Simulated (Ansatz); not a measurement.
Species, as SMILES: [AlH] (AlH) (closed-shell singlet).
Geometry (B3LYP-D3(BJ)/def2-TZVP, fixed):
```xyz
2

Al     0.0000     0.0000    -0.1187
H      0.0000     0.0000     1.5432
```
Charge 0, spin multiplicity 1.

Basis-set convergence of the dipole moment at MP2 with Ansatz (a first-principles code). Dipoles come from the density behind the forces; the sign is taken along the dipole that this method gives in the largest set. The reference of a correlated method is not its basis-set limit, which lies further on. All functions are spherical. Cores are frozen. A restricted Hartree-Fock determinant is unstable towards unrestricted orbitals. No added dispersion term, no relativity. Reference: the value in aug-cc-pV(5+d)Z, 0.103 D, itself unsure by roughly 0.012 D (its mean distance from aug-pcseg-3, aug-cc-pV(Q+d)Z, def2-QZVPPD). Deviations are taken from unrounded values.

```tsv
basis	functions
cc-pV(D+d)Z	28
aug-cc-pV(D+d)Z	41
cc-pV(T+d)Z	53
jun-cc-pV(T+d)Z	62
aug-cc-pV(T+d)Z	78
cc-pV(Q+d)Z	94
aug-cc-pV(Q+d)Z	135
cc-pV(5+d)Z	155
aug-cc-pV(5+d)Z	216
```

Question: Which is the smallest correlation-consistent set listed that can be trusted to 0.05 D here, that is, within that of the reference together with its larger relatives (same family, alike in diffuse functions; a set with none to test it counts only in the reference's own line)?

Answer: The smallest set listed that lies within 0.05 D of the reference with all its larger relatives (same family, alike in diffuse functions; a set with none counts only in the reference's own line) is aug-cc-pV(D+d)Z (41 functions, 0.015 D off). Value minus reference: cc-pV(D+d)Z -0.115, aug-cc-pV(D+d)Z 0.015, cc-pV(T+d)Z -0.021, jun-cc-pV(T+d)Z 0.009, aug-cc-pV(T+d)Z 0.018, cc-pV(Q+d)Z -0.013, aug-cc-pV(Q+d)Z 0.005, cc-pV(5+d)Z -0.006, aug-cc-pV(5+d)Z 0.000 D.
